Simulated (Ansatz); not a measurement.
```yaml
crystal:
  periodic: [true, true, true]
  atoms:
    - {symbol: Sn, position_ang: [-5.037734, -1.588576, 2.167834]}
    - {symbol: Sn, position_ang: [-5.064438, 1.867650, -1.348094]}
    - {symbol: Sn, position_ang: [-1.757390, -4.799503, 2.010696]}
    - {symbol: Sn, position_ang: [1.470123, -4.761310, -1.238371]}
    - {symbol: Sn, position_ang: [-1.753647, 1.760718, -4.516241]}
    - {symbol: Sn, position_ang: [1.465988, -1.467698, -4.513792]}
    - {symbol: Sn, position_ang: [-1.792919, -1.475738, -1.218201]}
    - {symbol: Sn, position_ang: [-1.820017, 1.825484, 2.005599]}
    - {symbol: Sn, position_ang: [1.471008, -1.474977, 2.043038]}
    - {symbol: Sn, position_ang: [1.481287, 1.791332, -1.215910]}
    - {symbol: Sn, position_ang: [-1.866051, 5.066355, -1.347633]}
    - {symbol: Sn, position_ang: [1.599453, 5.041794, 2.158321]}
    - {symbol: Sn, position_ang: [4.758238, -1.477817, -1.235146]}
    - {symbol: Sn, position_ang: [4.801306, 1.745712, 2.018158]}
    - {symbol: Sn, position_ang: [-3.394906, -3.110372, 0.449088]}
    - {symbol: Sn, position_ang: [-3.404289, 0.165516, -2.867548]}
    - {symbol: Sn, position_ang: [-3.535613, 0.284358, 3.639312]}
    - {symbol: Sn, position_ang: [-3.434125, 3.435597, 0.334288]}
    - {symbol: Sn, position_ang: [-0.141052, -3.094998, -2.852351]}
    - {symbol: Sn, position_ang: [-0.145538, -6.426892, 0.367693]}
    - {symbol: Sn, position_ang: [-0.065040, -3.234501, 3.635137]}
    - {symbol: Sn, position_ang: [3.082989, -3.089939, 0.368385]}
    - {symbol: Sn, position_ang: [-0.143562, 0.147289, -6.175319]}
    - {symbol: Sn, position_ang: [-0.159145, 3.407249, -2.862139]}
    - {symbol: Sn, position_ang: [3.095454, 0.136209, -2.851527]}
    - {symbol: Sn, position_ang: [-0.164924, 0.165991, 0.416255]}
    - {symbol: Sn, position_ang: [-0.277327, 3.546439, 3.632285]}
    - {symbol: Sn, position_ang: [3.229437, 0.057659, 3.640605]}
    - {symbol: Sn, position_ang: [3.121601, 3.388161, 0.451161]}
    - {symbol: Sn, position_ang: [6.425871, 0.135293, 0.371863]}
    - {symbol: H, position_ang: [-5.871903, -2.660877, 3.255800]}
    - {symbol: H, position_ang: [-6.245100, -0.744919, 1.247691]}
    - {symbol: H, position_ang: [-5.951901, 2.907756, -2.424239]}
    - {symbol: H, position_ang: [-6.224234, 0.956095, -0.431834]}
    - {symbol: H, position_ang: [-2.771683, -5.796752, 3.022989]}
    - {symbol: H, position_ang: [2.498164, -5.727925, -2.266516]}
    - {symbol: H, position_ang: [-2.776318, 2.785026, -5.494392]}
    - {symbol: H, position_ang: [2.494573, -2.496480, -5.480165]}
    - {symbol: H, position_ang: [-2.905277, 5.948902, -2.428683]}
    - {symbol: H, position_ang: [-0.958710, 6.229521, -0.431324]}
    - {symbol: H, position_ang: [0.759285, 6.245428, 1.229938]}
    - {symbol: H, position_ang: [2.669334, 5.880745, 3.245069]}
    - {symbol: H, position_ang: [5.725338, -2.506267, -2.262545]}
    - {symbol: H, position_ang: [5.800416, 2.757659, 3.030917]}
    - {symbol: H, position_ang: [-4.409243, -4.105822, -0.565427]}
    - {symbol: H, position_ang: [-4.382367, -0.869403, -3.877874]}
    - {symbol: H, position_ang: [-4.607939, 1.358953, 4.489939]}
    - {symbol: H, position_ang: [-2.595245, -0.553333, 4.835752]}
    - {symbol: H, position_ang: [-4.438215, 4.440700, 1.348553]}
    - {symbol: H, position_ang: [-1.181371, -4.081276, -3.850466]}
    - {symbol: H, position_ang: [-1.136804, -7.447043, -0.631328]}
    - {symbol: H, position_ang: [0.846121, -7.470473, 1.342968]}
    - {symbol: H, position_ang: [1.028236, -4.271588, 4.505739]}
    - {symbol: H, position_ang: [-0.982177, -2.348658, 4.815481]}
    - {symbol: H, position_ang: [4.078640, -4.089196, 1.399351]}
    - {symbol: H, position_ang: [-1.134865, -0.840582, -7.207257]}
    - {symbol: H, position_ang: [0.848662, 1.136427, -7.205053]}
    - {symbol: H, position_ang: [0.876535, 4.386152, -3.871014]}
    - {symbol: H, position_ang: [4.084708, 1.174382, -3.849018]}
    - {symbol: H, position_ang: [0.558024, 2.609198, 4.832881]}
    - {symbol: H, position_ang: [-1.351127, 4.622607, 4.478828]}
    - {symbol: H, position_ang: [2.340902, 0.978143, 4.816274]}
    - {symbol: H, position_ang: [4.261222, -1.036379, 4.516499]}
    - {symbol: H, position_ang: [4.124011, 4.394243, -0.564944]}
    - {symbol: H, position_ang: [7.473091, -0.856897, 1.342558]}
    - {symbol: H, position_ang: [7.441381, 1.129648, -0.628895]}
basis:
  gaussian: {orbitals: def2-SVP, fitting: {mean_field: def2-universal-jkfit}}
total_charge: 1
magnetization: {spin_polarized: true, initial_magnetization: 1}
hamiltonian: {xc: {name: rPW86-PBE}, dispersion: rvv10}
scf: {omitted_lower_state_checks: [starts]}
output: {forces: true}
```

```sh
$ ansatz run in.yaml --threads 11 --pin off --events-out ev --progress --plain --max-ram 174080MiB --backend cuda --devices 0, --max-vram 75GiB
```

Shortened log:

```
Error: YAML parse error: error: line 2 column 3: crystal: missing field `lattice` (a structure is typed as `lattice` and `atoms`, a molecule's as `atoms` in Å alone, or read from a run's directory, `checkpoint`)
 --> <input>:2:3
1 | crystal:
2 |   periodic: [true, true, true]
3 |   atoms:
4 |     - {symbol: Sn, position_ang: [-5.037734, -1.588576, 2.167834]}
```

In this input the species is marked periodic without a cell. The input was rejected before any iteration.
